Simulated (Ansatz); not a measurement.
Species: sum formula HPO (charge 0, singlet). 
Coordinates optimised at B3LYP-D3(BJ)/def2-TZVP (Ansatz, an electronic-structure program):
SMILES: O=P
```xyz
3

P     -0.0445    -0.0418    -0.4790
O     -0.0789     0.0248     1.0025
H      1.2993     0.4287    -0.8354
```
Charge 0, spin multiplicity 1.

CCSD(T) with Ansatz in growing basis sets, 12 correlated electrons. Valence correlation only, unless marked. Open shells are spin-unrestricted. Spin-orbit coupling is left out. Non-relativistic. Costs are ratios of core time to the smallest set, on shared machines of one kind, and rough; they hold the program's checks for lower states.

```csv
basis,functions,cost over smallest,E(corr) (Eh),electronic atomisation energy (kcal/mol)
aug-cc-pV(T+d)Z,124,1×,-0.4206,203.9
aug-cc-pV(Q+d)Z,215,4×,?,?
```

Problem. What does the step to aug-cc-pV(Q+d)Z buy, and how does its cost grow by formal scaling?

Solution. Formally CCSD grows as o²v⁴ and (T) as o³v⁴; with o = 6 and v going from 112 to 203 both grow 11-fold in the last step, while integrals and the mean field grow more slowly. That step adds 22.7 mEh of correlation energy and 5.5 kcal/mol to the atomisation energy. Row: E(corr) (Eh) -0.4433, electronic atomisation energy (kcal/mol) 209.5.
